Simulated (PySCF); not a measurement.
Job for PySCF: R-MP2/6-31G* on GeH4 (SMILES [GeH4]) with ghost functions, monomers drawn apart or pushed together.

```python
from pyscf import gto, scf, dft, mp
from pyscf.data.elements import chemcore

mol = gto.M(
    atom='''
    Ge   -0.01024977   -0.15146012    4.72741505
    H    -0.55426470   -1.34579914    3.93472579
    H    -0.60322835    1.15639808    4.17927233
    H     1.52065196   -0.10624057    4.66353916
    H    -0.44426360   -0.29275726    6.20004133
    ghost-C   -0.44998375    0.17170259    0.48867825
    ghost-O    0.79079455    0.28184996    1.17473437
    ghost-H   -1.25318139    0.70804204    1.00507366
    ghost-H   -0.70256932   -0.88704816    0.46579180
    ghost-H   -0.38136734    0.53591060   -0.54148981
    ghost-H    1.04205003    1.21009986    1.21463627
    ''',
    basis='6-31g*',
    cart=True,
    charge=0, spin=0, verbose=3, max_memory=1800)
mf = scf.RHF(mol)
mf.conv_tol = 1e-8
mf.max_cycle = 100
mf.kernel()
if not mf.converged:
    mf = mf.newton().run(mf.mo_coeff, mf.mo_occ)
pt = mp.MP2(mf, frozen=chemcore(mol)).run()
```

Question: Give the final energy of this run.

Answer: -2077.6378 hartree.
